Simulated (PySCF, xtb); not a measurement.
Nb(NH)(F)(Cl)2 (Cl2FHNNb), SMILES [NH]=[Nb]([F])([Cl])[Cl], multiplicity 1.

GFN2-xTB (xtb) at its own geometry gives an orbital gap of 3.16 eV and a dipole moment of 1.88 D.

Geometry: B3LYP-D3(BJ)/def2-SVP. The spin state was assumed, not searched. The structure was generated by enumeration; whether it is a known compound was not checked. The def2 effective core potentials stand for the cores of Nb; spin–orbit coupling is left out.

### Question
What does PBE0/def2-TZVP (PySCF) give? (The exact figures need the calculation; the answer reports its results.)

### Answer
gap 6.08 eV (levels -8.81 and -2.73 eV), dipole 1.59 D.
